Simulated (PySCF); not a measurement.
C₃H₈O₂, charge +1, doublet, at a GFN2-xTB geometry (a state made from the parent by changing its charge; the spin is typed, not shown lowest); MP2/STO-3G run with PySCF.

Here is a job for PySCF.
```python
from pyscf import gto, scf, mp

mol = gto.M(
    atom='''
C     1.81426179    0.09406184    0.39240456
C     0.44933079    0.41970845   -0.12989931
O    -0.26653974    1.33745720    0.54478004
C    -0.47729955   -1.00567937   -0.14957349
O    -1.60068711   -0.83176109   -0.84307436
H     2.43337789    0.99299772    0.30055944
H     1.80659021   -0.18341774    1.44661806
H     2.29308471   -0.69394527   -0.18094597
H     0.42551817    0.67055383   -1.20030474
H     0.04101484    1.49507836    1.45425721
H     0.16087263   -1.72346247   -0.67132052
H    -0.60421294   -1.22951919    0.91565746
H    -2.33618881   -0.42239982   -0.35575692
''',
    basis='sto-3g',
    charge=1,
    spin=1,
    verbose=4,
)

mf = scf.UHF(mol)
mf.kernel()

pt = mp.MP2(mf, frozen=5)
pt.kernel()
print('E(MP2) = %.10f' % pt.e_tot)
```

Output, abridged:

```
PySCF version 2.14.0

[INPUT] verbose = 4
[INPUT] num. atoms = 13
[INPUT] num. electrons = 41
[INPUT] charge = 1
[INPUT] spin (= nelec alpha-beta = 2S) = 1
[INPUT] symmetry False subgroup None
[INPUT] Mole.unit = angstrom
[INPUT] Symbol           X                Y                Z      unit          X                Y                Z       unit  Magmom
[INPUT]  1 C      1.814261790000   0.094061840000   0.392404560000 AA    3.428457901363   0.177751116373   0.741537148430 Bohr   0.0
[INPUT]  2 C      0.449330790000   0.419708450000  -0.129899310000 AA    0.849112132434   0.793134022666  -0.245474119670 Bohr   0.0
[INPUT]  3 O     -0.266539740000   1.337457200000   0.544780040000 AA   -0.503687109913   2.527427811328   1.029485073730 Bohr   0.0
[INPUT]  4 C     -0.477299550000  -1.005679370000  -0.149573490000 AA   -0.901965428878  -1.900458578425  -0.282652931595 Bohr   0.0
[INPUT]  5 O     -1.600687110000  -0.831761090000  -0.843074360000 AA   -3.024860249022  -1.571800661170  -1.593179643043 Bohr   0.0
[INPUT]  6 H      2.433377890000   0.992997720000   0.300559440000 AA    4.598417769672   1.876493733118   0.567975025753 Bohr   0.0
[INPUT]  7 H      1.806590210000  -0.183417740000   1.446618060000 AA    3.413960716220  -0.346609294987   2.733711940250 Bohr   0.0
[INPUT]  8 H      2.293084710000  -0.693945270000  -0.180945970000 AA    4.333302082328  -1.311366505737  -0.341938326644 Bohr   0.0
[INPUT]  9 H      0.425518170000   0.670553830000  -1.200304740000 AA    0.804112802326   1.267163090478  -2.268247224617 Bohr   0.0
[INPUT] 10 H      0.041014840000   1.495078360000   1.454257210000 AA    0.077506814643   2.825288635164   2.748147841574 Bohr   0.0
[INPUT] 11 H      0.160872630000  -1.723462470000  -0.671320520000 AA    0.304005211638  -3.256872054266  -1.268611924601 Bohr   0.0
[INPUT] 12 H     -0.604212940000  -1.229519190000   0.915657460000 AA   -1.141796977518  -2.323454533997   1.730341823315 Bohr   0.0
[INPUT] 13 H     -2.336188810000  -0.422399820000  -0.355756920000 AA   -4.414757026174  -0.798219974866  -0.672283145719 Bohr   0.0

nuclear repulsion = 194.04517690781
number of shells = 23
number of NR pGTOs = 99
number of NR cGTOs = 33
basis = sto-3g
ecp = {}

******** <class 'pyscf.scf.uhf.UHF'> ********
method = UHF
initial guess = minao
damping factor = 0
level_shift factor = 0
DIIS = <class 'pyscf.scf.diis.CDIIS'>
diis_start_cycle = 1
diis_space = 8
diis_damp = 0
SCF conv_tol = 1e-09
SCF conv_tol_grad = None
SCF max_cycles = 50
direct_scf = True
direct_scf_tol = 1e-13
number electrons alpha = 21  beta = 20
Set gradient conv threshold to 3.16228e-05
init E= -265.400231264598

cycle= 1 E= -264.141174503646  delta_E= 1.26  |g|= 0.423  |ddm|= 2.96
cycle= 2 E= -264.246959160603  delta_E= -0.106  |g|= 0.201  |ddm|= 0.733
cycle= 3 E= -264.269268399525  delta_E= -0.0223  |g|= 0.031  |ddm|= 0.236
cycle= 4 E= -264.271118100597  delta_E= -0.00185  |g|= 0.0139  |ddm|= 0.0849
cycle= 5 E= -264.271729983121  delta_E= -0.000612  |g|= 0.00786  |ddm|= 0.0504
cycle= 6 E= -264.272027224654  delta_E= -0.000297  |g|= 0.00452  |ddm|= 0.049
cycle= 7 E= -264.272077664134  delta_E= -5.04e-05  |g|= 0.00391  |ddm|= 0.0121
cycle= 8 E= -264.27215968017  delta_E= -8.2e-05  |g|= 0.00419  |ddm|= 0.0198
cycle= 9 E= -264.272054443043  delta_E= 0.000105  |g|= 0.00401  |ddm|= 0.0256
cycle= 10 E= -264.271653873474  delta_E= 0.000401  |g|= 0.00346  |ddm|= 0.117
cycle= 11 E= -264.271467114223  delta_E= 0.000187  |g|= 0.00274  |ddm|= 0.0797
cycle= 12 E= -264.271297684681  delta_E= 0.000169  |g|= 0.00297  |ddm|= 0.108
cycle= 13 E= -264.271294637113  delta_E= 3.05e-06  |g|= 0.00291  |ddm|= 0.00319
cycle= 14 E= -264.271176963401  delta_E= 0.000118  |g|= 0.00334  |ddm|= 0.135
cycle= 15 E= -264.27099674441  delta_E= 0.00018  |g|= 0.00659  |ddm|= 0.118
cycle= 16 E= -264.271210686133  delta_E= -0.000214  |g|= 0.000831  |ddm|= 0.138
cycle= 17 E= -264.271136844885  delta_E= 7.38e-05  |g|= 0.00333  |ddm|= 0.0677
cycle= 18 E= -264.271200051247  delta_E= -6.32e-05  |g|= 0.00157  |ddm|= 0.0568
cycle= 19 E= -264.271206131868  delta_E= -6.08e-06  |g|= 0.00122  |ddm|= 0.00598
cycle= 20 E= -264.271187343633  delta_E= 1.88e-05  |g|= 0.00156  |ddm|= 0.0211
cycle= 21 E= -264.271206613632  delta_E= -1.93e-05  |g|= 0.00125  |ddm|= 0.0217
cycle= 22 E= -264.271244558258  delta_E= -3.79e-05  |g|= 0.00115  |ddm|= 0.0473
cycle= 23 E= -264.271217226713  delta_E= 2.73e-05  |g|= 0.00115  |ddm|= 0.0345
cycle= 24 E= -264.27122933393  delta_E= -1.21e-05  |g|= 0.00121  |ddm|= 0.0157
cycle= 25 E= -264.271237190555  delta_E= -7.86e-06  |g|= 0.00113  |ddm|= 0.00959
cycle= 26 E= -264.27122753064  delta_E= 9.66e-06  |g|= 0.00115  |ddm|= 0.0119
cycle= 27 E= -264.271298457012  delta_E= -7.09e-05  |g|= 0.00136  |ddm|= 0.0817
cycle= 28 E= -264.271253915782  delta_E= 4.45e-05  |g|= 0.0015  |ddm|= 0.0472
cycle= 29 E= -264.271313941431  delta_E= -6e-05  |g|= 0.00207  |ddm|= 0.066
cycle= 30 E= -264.271137055374  delta_E= 0.000177  |g|= 0.00249  |ddm|= 0.194
cycle= 31 E= -264.271248309481  delta_E= -0.000111  |g|= 0.00154  |ddm|= 0.122
cycle= 32 E= -264.271261132937  delta_E= -1.28e-05  |g|= 0.00158  |ddm|= 0.0155
cycle= 33 E= -264.271232311941  delta_E= 2.88e-05  |g|= 0.00156  |ddm|= 0.0352
cycle= 34 E= -264.271233778193  delta_E= -1.47e-06  |g|= 0.00158  |ddm|= 0.00212
cycle= 35 E= -264.271257852461  delta_E= -2.41e-05  |g|= 0.00161  |ddm|= 0.0296
cycle= 36 E= -264.27127911646  delta_E= -2.13e-05  |g|= 0.00154  |ddm|= 0.0234
cycle= 37 E= -264.271288970492  delta_E= -9.85e-06  |g|= 0.00173  |ddm|= 0.0116
cycle= 38 E= -264.27128481282  delta_E= 4.16e-06  |g|= 0.00167  |ddm|= 0.00483
cycle= 39 E= -264.271283922923  delta_E= 8.9e-07  |g|= 0.00105  |ddm|= 0.00581
cycle= 40 E= -264.271286650151  delta_E= -2.73e-06  |g|= 0.00108  |ddm|= 0.00294
cycle= 41 E= -264.271224829926  delta_E= 6.18e-05  |g|= 0.000814  |ddm|= 0.0733
cycle= 42 E= -264.270710241229  delta_E= 0.000515  |g|= 0.00909  |ddm|= 0.252
cycle= 43 E= -264.271211222033  delta_E= -0.000501  |g|= 0.00143  |ddm|= 0.237
cycle= 44 E= -264.271189776461  delta_E= 2.14e-05  |g|= 0.00151  |ddm|= 0.0258
cycle= 45 E= -264.271169601351  delta_E= 2.02e-05  |g|= 0.00182  |ddm|= 0.0211
cycle= 46 E= -264.271310001086  delta_E= -0.00014  |g|= 0.00224  |ddm|= 0.164
cycle= 47 E= -264.271259694014  delta_E= 5.03e-05  |g|= 0.00163  |ddm|= 0.0559
cycle= 48 E= -264.271209166219  delta_E= 5.05e-05  |g|= 0.00172  |ddm|= 0.0625
cycle= 49 E= -264.271141226864  delta_E= 6.79e-05  |g|= 0.00229  |ddm|= 0.0719
cycle= 50 E= -264.271161330359  delta_E= -2.01e-05  |g|= 0.00203  |ddm|= 0.0182
SCF not converged.
SCF energy = -264.271161330359 after 50 cycles  <S^2> = 0.76822142  2S+1 = 2.0181392

******** <class 'pyscf.mp.ump2.UMP2'> ********
nocc = (np.int64(16), np.int64(15)), nmo = (28, 28)
frozen orbitals 5
Init E(MP2) = -0.245420383510576
cycle = 1  E_corr(MP2) = -0.245437147119012  dE = -1.67636084e-05  norm(t2) = 0.000192841
cycle = 2  E_corr(MP2) = -0.245437196018327  dE = -4.88993154e-08  norm(t2) = 2.03305e-07
E(UMP2) = -264.516598526377  E_corr = -0.245437196018327
E(SCS-UMP2) = -264.530522006015  E_corr = -0.259360675656118
E_corr(same-spin) = -0.0405737994990859
E_corr(oppo-spin) = -0.204863396519241
E(MP2) = -264.5165985264
```

Convergence was not reached.
